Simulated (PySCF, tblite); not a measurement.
Isomers of C9H12Si. Computed with GFN2-xTB (tblite): harmonic, unscaled wavenumbers at the GFN2-xTB geometry, gas phase. Errors from tens to a few hundred cm⁻¹ against measured bands are possible. Modes of hydrogen on silicon can be 10 to 20 % off. One conformer each.

Electronic energies: PBE0/pcSseg-1 single points on the GFN2-xTB geometries (PySCF, gas phase).

```
                     SMILES  electronic energy, lowest = 0 (kcal/mol)
     C=C=C(C#C[SiH2]C)C1CC1                                      12.8
      C=C=C(C#C[SiH2]C)CC=C                                      11.0
C=C(C)C#CC1=C[SiH2][C@@H]1C                                       0.0
```

How do GFN2-xTB zero-point energies change the relative energies?

| SMILES | ZPE (kcal/mol) | of it from modes above 1550 cm⁻¹ | electronic (kcal/mol) | with ZPE, lowest = 0 (kcal/mol) | lowest mode (cm⁻¹) | rings |
| --- | --- | --- | --- | --- | --- | --- |
| C=C(C)C#CC1=C[SiH2][C@@H]1C | 107.1 | 57.8 | 0.0 | 0.0 | 16 | 1 |
| C=C=C(C#C[SiH2]C)CC=C | 105.1 | 58.5 | 11.0 | 9.0 | 5 | 0 |
| C=C=C(C#C[SiH2]C)C1CC1 | 106.2 | 56.3 | 12.8 | 11.8 | 16 | 1 |

The zero-point energies span 2.0 kcal/mol, from `C=C=C(C#C[SiH2]C)CC=C` to `C=C(C)C#CC1=C[SiH2][C@@H]1C`. The order is unchanged.

And how do the electronic energies of GFN2-xTB itself compare?

`C=C(C)C#CC1=C[SiH2][C@@H]1C` 0.0; `C=C=C(C#C[SiH2]C)CC=C` 18.9; `C=C=C(C#C[SiH2]C)C1CC1` 12.5 kcal/mol, lowest = 0. Against the energies above, taken from the same isomer `C=C(C)C#CC1=C[SiH2][C@@H]1C`, the largest difference is 7.9 kcal/mol.
